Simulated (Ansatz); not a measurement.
Born–Oppenheimer molecular dynamics of CH10OSSi2 (15 atoms, charge 0, multiplicity 1). It starts from a rough guess of a transition structure, not a stationary point.

The calculation used Ansatz 0.2.0, UHF/6-31G.

```
ensemble                      : NVE (velocity Verlet)
time step                     : 0.5 fs
steps asked                   : 150
starting velocities drawn for : 600 K
seed                          : 838602
```

First frame:

```xyz
15
Properties=species:S:1:pos:R:3
Si -0.773 1.043 0.406
O -0.149 0.165 -1.360
C -0.257 -1.147 -1.829
H -2.092 0.735 -0.179
H -1.064 2.385 0.940
Si 0.020 -0.443 1.984
H 0.957 0.795 -1.369
S 1.432 2.096 -0.235
H -1.315 -1.399 -1.907
H 0.196 -1.216 -2.820
H 0.229 -1.859 -1.156
H 1.015 0.148 2.884
H 0.667 -1.637 1.420
H -1.092 -0.916 2.804
H 2.227 1.251 0.415
```

(1) How far do the bonds stretch over the last three quarters of this one trajectory? (Pairs bonded in most of those frames.)

Results:

(1) 
| bond | mean (Å) | spread (Å) | shortest | longest |
| --- | --- | --- | --- | --- |
| Si1–H4 | 1.494 | 0.054 | 1.40 | 1.58 |
| Si1–H5 | 1.507 | 0.048 | 1.43 | 1.58 |
| Si1–Si6 | 2.405 | 0.044 | 2.34 | 2.47 |
| Si1–S8 | 2.292 | 0.105 | 2.16 | 2.46 |
| O2–C3 | 1.446 | 0.059 | 1.36 | 1.54 |
| O2–H7 | 1.030 | 0.143 | 0.79 | 1.21 |
| C3–H9 | 1.086 | 0.031 | 1.04 | 1.13 |
| C3–H10 | 1.082 | 0.027 | 1.04 | 1.13 |
| C3–H11 | 1.081 | 0.023 | 1.04 | 1.12 |
| Si6–H12 | 1.499 | 0.055 | 1.42 | 1.58 |
| Si6–H13 | 1.501 | 0.038 | 1.44 | 1.56 |
| Si6–H14 | 1.501 | 0.044 | 1.43 | 1.57 |
| S8–H15 | 1.361 | 0.033 | 1.31 | 1.42 |

Pairs bonded in part of these frames only: Si1–O2 9 %.

Mean temperature of the second half: 1227 K. The conserved energy stayed within 2.2 meV per atom of its start (net change 0.24 meV per atom), so there is no drift, though single steps change it by up to 40 meV in the whole system, a sign of fast motions only just resolved. The kinetic energy rose, since the run started high on the potential surface and went downhill. It ends in pieces (CH4O + H6SSi2), so much of that is their flight and rotation, not heat. A run of 0.075 ps of so small a system gives no equilibrium averages. The orbitals were unrestricted but ended closed-shell. Limits of this set-up: no polarisation functions.

The run took 10 min on 1 thread of AMD EPYC 7R43 64-Core Processor (Zen 3), with other jobs on the host, peak memory 0.26 GiB.
